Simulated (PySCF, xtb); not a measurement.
Si(H)(F) cation (FHSi), SMILES [SiH]F (connectivity only; charge and spin as stated), charge +1, multiplicity 2.

Harmonic wavenumbers (cm⁻¹) from GFN2-xTB in xtb at its own minimum, in rising order: 420, 964, 2225.

What does PySCF 2.14.0 with TPSSh-D3(BJ)/def2-TZVPD give at its own minimum? (The exact figures need the calculation; the answer reports its results.)

664, 1013, 1975. Paired by order, the mean absolute difference is 181 cm⁻¹ and the zero-point energies are 5.2 and 5.2 kcal/mol.
